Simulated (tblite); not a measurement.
Compound: C4H4NO3S (doublet state).
SMILES: `[O]S(=O)(=O)c1ccc[nH]1`

Calculated harmonic vibrations of the isolated species, GFN2-xTB (tblite), most abundant isotopes, no scaling. Against measured fundamentals such values can be off by several per cent, at times by over 20. Open shells enter through the occupations alone, without spin polarisation, and single modes of such species can be off by tens of per cent.

Harmonic wavenumbers (cm⁻¹): 72.0, 100.4, 129.0, 251.9, 295.0, 326.1, 463.5, 466.4, 524.9, 548.4, 573.4, 686.4, 763.7, 798.6, 832.5, 840.7, 874.1, 938.3, 1033.3, 1050.2, 1087.5, 1139.9, 1160.0, 1252.4, 1257.3, 1309.4, 1348.5, 1424.4, 1432.5, 3161.7, 3177.4, 3198.0, 3408.8.

A = 3431, B = 1135, C = 1000 MHz; mass 145.991 u (most abundant isotopes); point group C1, symmetry number 1; spin multiplicity 2.

Task: What is the zero-point energy?

Result: ½Σν̃ = 17963 cm⁻¹ = 214.89 kJ/mol.

Task: What is S at 273.15 K and 1 bar for an ideal gas of classical rigid rotors and harmonic oscillators?

Result: Translation 169.19, rotation 119.42, vibration 75.29, spin (R ln 2) 5.76: S = 369.7 J/(mol K).

Task: And Cp and H(273.15 K) − H(0)?

Result: Cp = 123.27 J/(mol K), of which vibrations give 90.01 (their classical limit is 33 R = 274.4); H(273.15 K) − H(0) = 20.63 kJ/mol without the zero-point energy, 11.55 from vibrations.

Task: Which modes carry the vibrational entropy at 273.15 K?

Result: 72.0 cm⁻¹: 16.43; 100.4 cm⁻¹: 13.71; 129.0 cm⁻¹: 11.69; 251.9 cm⁻¹: 6.55; 295.0 cm⁻¹: 5.44; 326.1 cm⁻¹: 4.77 J/(mol K); the other 27 give 16.72 together.

Task: Blend soft modes into free rotors: weight 1/[1 + (100 cm⁻¹/ν̃)⁴] for the oscillator and the rest for a rotor with moment μB/(μ + B), μ = h/(8π²ν), B = 10⁻⁴⁴ kg m². What vibrational entropy results?

Result: 71.27 J/(mol K) in place of 75.29, which changes −T·S at 273.15 K by +1.10 kJ/mol.

Hindered rotation and anharmonicity are outside this model. The structure is chiral; the term R ln 2 for an equal mix with its mirror image is left out.

Time: 0.35 s wall. Hardware: one thread, Arm Neoverse V2 (aarch64), shared host with 96 logical CPUs at a one-minute load of 33. This covers the Hessian and the dipole derivatives.

Conformer computed: `[O:1][S:2](=[O:3])(=[O:4])[c:5]1[cH:6][cH:7][cH:8][nH:9]1`: O1–S2–C5–C6 75°.
